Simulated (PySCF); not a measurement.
**Mayer bond orders and bond lengths**

Compound: C13H12.
Atom-mapped SMILES: `[CH3:1][c:2]1[cH:3][cH:4][c:5]2[cH:6][cH:7][cH:8][c:9]3[c:10]2[c:11]1[CH2:12][CH2:13]3` (hydrogens: H14, H15, H16 on C1; H17 on C3; H18 on C4; H19 on C6; H20 on C7; H21 on C8; H22, H23 on C12; H24, H25 on C13)

Structure used (PBE0-D3(BJ)/def2-SVP), in Å, numbered top down from 1:
```
atom  x, y, z in Å
C1     3.4440    0.4555   -0.7882
C2     2.0533    0.9776   -0.5810
C3     1.7879    2.3768   -0.5254
C4     0.5249    2.9047   -0.3371
C5    -0.5934    2.0447   -0.1864
C6    -1.9524    2.4059    0.0128
C7    -2.9171    1.4248    0.1374
C8    -2.6081    0.0389    0.0756
C9    -1.2990   -0.3404   -0.1155
C10   -0.3157    0.6633   -0.2433
C11    0.9725    0.1287   -0.4355
C12    0.8786   -1.3772   -0.4430
C13   -0.6293   -1.6899   -0.2261
H14    3.5101   -0.1599   -1.7008
H15    4.1744    1.2713   -0.8807
H16    3.7609   -0.1864    0.0504
H17    2.6333    3.0619   -0.6391
H18    0.3858    3.9883   -0.3042
H19   -2.2314    3.4614    0.0661
H20   -3.9581    1.7213    0.2899
H21   -3.4081   -0.6985    0.1805
H22    1.2511   -1.7949   -1.3935
H23    1.5067   -1.8206    0.3479
H24   -0.7929   -2.2895    0.6838
H25   -1.0481   -2.2758   -1.0600
```

Bond orders from the PBE0/pcSseg-1 density (PySCF). Isolated species at its PBE0-D3(BJ)/def2-SVP geometry, gas phase.

Problem. How far do the computed orders between heavy atoms stray from the drawn ones?

Solution. The largest departure is 0.293, at C9–C10 (drawn aromatic, 1.207), counting aromatic bonds as 1.5. The bonds drawn aromatic range from 1.21 to 1.56.

Problem. Give the Mayer order of every bond between heavy atoms, beside its length.

Solution. 
```tsv
bond	drawn as	length (Å)	Mayer order
C1–C2	single	1.500	1.101
C2–C3	aromatic	1.425	1.333
C3–C4	aromatic	1.382	1.564
C4–C5	aromatic	1.419	1.253
C5–C6	aromatic	1.420	1.252
C6–C7	aromatic	1.381	1.564
C7–C8	aromatic	1.421	1.314
C8–C9	aromatic	1.376	1.527
C9–C10	aromatic	1.411	1.207
C10–C11	aromatic	1.408	1.239
C11–C12	single	1.509	1.080
C12–C13	single	1.555	1.044
C11–C2	aromatic	1.382	1.467
C10–C5	aromatic	1.410	1.246
C13–C9	single	1.511	1.066
```

Bonds between the same two heavy elements. C–C: lowest C12–C13 (1.044, 1.555 Å), highest C3–C4 and C6–C7 (1.564, 1.382 Å); in 12 of the 105 pairs the longer bond (by over 0.003 Å) has the higher order (by 0.02 or more). Bonds named together lie within 0.004.

Problem. And the bonds to hydrogen?

Solution. C–H: 0.92 to 0.98 (12 bonds).

Problem. Sum the orders of all bonds at each heavy atom with more than one neighbour and set the sums beside the valence in the SMILES.

Solution. C1 3.938 (drawn 4), C2 3.901 (drawn 4), C3 3.850 (drawn 4), C4 3.785 (drawn 4), C5 3.751 (drawn 4), C6 3.787 (drawn 4), C7 3.834 (drawn 4), C8 3.821 (drawn 4), C9 3.800 (drawn 4), C10 3.692 (drawn 4), C11 3.786 (drawn 4), C12 3.965 (drawn 4), C13 3.964 (drawn 4). Orders between atoms that aren't bonded are not in these sums.

The Mayer order sums products of elements of PS (density times overlap matrix) between the two atoms' basis functions, so it depends on the basis set.
